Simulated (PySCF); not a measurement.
Order these species by their calculated properties.

Species are written as SMILES; each is one conformer at its optimised geometry, gas phase, non-relativistic unless stated; the electronic structure was computed with PySCF and density fitting.

The conformers computed, where there is a choice (atom-mapped SMILES and torsion angles):
- `[CH3:1][S@:2](=[O:3])[c:4]1[cH:5][cH:6][cH:7][n:8][cH:9]1`: C1–S2–C4–C5 106°
- `[CH2:1]=[CH:2][C+:3]([CH2:4][F:5])[CH2:6][CH2:7][CH3:8]`: C1–C2–C3–C4 176°, C2–C3–C4–F5 -177°, C2–C3–C6–C7 96°, C3–C6–C7–C8 -177°
- `[F:1][C:2]([F:3])([F:4])[C:5]1([Cl:6])[CH2:7][CH2:8]1`: F1–C2–C5–Cl6 180°
- `[CH2:1]=[CH:2][CH2:3][C:4](=[S:5])[O:6][CH2:7][C:8]#[N:9]`: C1–C2–C3–C4 -127°, C2–C3–C4–S5 -102°, C3–C4–O6–C7 0°, C4–O6–C7–C8 -174°
- `[CH2:1]=[P:2][n:3]1[cH:4][cH:5][cH:6][cH:7]1`: C1–P2–N3–C4 164°
- `[CH3:1][CH2:2][P@@H:3](=[O:4])[CH2:5][CH2:6][C:7]#[N:8]`: C1–C2–P3–O4 178°, C2–P3–C5–C6 -178°, P3–C5–C6–C7 -66°
- `[CH3:1][CH2:2][n:3]1[cH:4][cH:5][c:6]([F:7])[n:8]1`: C1–C2–N3–C4 89°

The conformers of `N#C[C@@H]1C=C[S@](=O)CC1` aren't listed.

(1) Rank by electronic spatial extent ⟨r²⟩ about the centre of nuclear charge, highest first (PBE0/def2-SVPD at GFN2-xTB geometries).
A. `CC#Cc1c[cH+]1`
B. `FC(F)(F)C1(Cl)CC1`
C. `C=CCC(=S)OCC#N`
D. `C=C[C+](CF)CCC`
E. `Cc1cnn(C)c1F`
F. `C[S@](=O)C1=CC=CN=C1`

(2) By how much do the two ends of that ranking differ?

(3) Rank by dipole moment, highest first (wB97X-D/def2-SVPD at GFN2-xTB geometries).
A. `CC[P@@H](=O)CCC#N`
B. `C#Cc1ccnc([SiH3])p1`
C. `C=Pn1cccc1`
D. `p1c(C)nccc1`
E. `CCn1ccc(F)n1`

(4) Rank by HOMO energy, lowest first (PBE0/def2-SVPD at GFN2-xTB geometries).
A. `FC(F)(F)C1(Cl)CC1`
B. `C=CCC(=S)OCC#N`
C. `CC#Cc1c[cH+]1`
D. `C=C[C+](CF)CCC`
E. `N#C[C@@H]1C=C[S@](=O)CC1`

(5) Rank by lowest triplet excitation (Tamm–Dancoff), lowest first (TDA PBE0/def2-SVPD at GFN2-xTB geometries).
A. `C=CCC(OCC#N)=S`
B. `FC(F)(F)C1(Cl)CC1`
C. `C[S@](=O)c1cccnc1`
D. `Cc1cnn(C)c1F`
E. `CC#CC1=C[CH+]1`
F. `N#C[C@@H]1C=C[S@](=O)CC1`

(6) Give the two extremes of that set in kJ/mol.

(7) Rank by smallest rotational constant, lowest first (GFN2-xTB).
A. `CC#Cc1c[cH+]1`
B. `Cc1cnn(C)c1F`
C. `C(CC(=S)OCC#N)=C`
D. `n1(nc(F)cc1)CC`

(8) Give the two extremes of that set in cm⁻¹.

(9) Rank by lowest singlet excitation, highest first (TDDFT PBE0/def2-SVPD at GFN2-xTB geometries).
A. `C[S@](=O)C1=CC=CN=C1`
B. `Cc1c(F)n(C)nc1`
C. `CC#Cc1c[cH+]1`
D. `FC(F)(F)C1(Cl)CC1`
E. `C=C[C+](CF)CCC`
F. `C=CCC(=S)OCC#N`
G. `N#C[C@@H]1C=C[S@](=O)CC1`

(10) By how much do the two ends of that ranking differ?

## Answers

(1) C (1703 bohr²), F (1388 bohr²), D (1193 bohr²), B (973 bohr²), E (911 bohr²), A (745 bohr²).

(2) By 958 bohr², between `C=CCC(=S)OCC#N` and `CC#Cc1c[cH+]1`.

(3) A (5.51 D), E (4.02 D), B (1.85 D), D (1.28 D), C (0.83 D).

(4) D (-13.67 eV), C (-12.79 eV), A (-8.53 eV), E (-7.09 eV), B (-6.79 eV).

(5) A (2.63 eV), E (3.13 eV), F (3.93 eV), C (4.07 eV), D (4.69 eV), B (6.07 eV).

(6) `C=CCC(=S)OCC#N`: 253 kJ/mol; `FC(F)(F)C1(Cl)CC1`: 585 kJ/mol.

(7) C (0.635 GHz), D (1.167 GHz), B (1.296 GHz), A (1.504 GHz).

(8) `C=CCC(=S)OCC#N`: 0.0212 cm⁻¹; `CC#Cc1c[cH+]1`: 0.0502 cm⁻¹.

(9) D (6.77 eV), B (6.19 eV), A (4.69 eV), G (4.53 eV), E (3.96 eV), C (3.45 eV), F (3.05 eV).

(10) By 3.72 eV, between `FC(F)(F)C1(Cl)CC1` and `C=CCC(=S)OCC#N`.
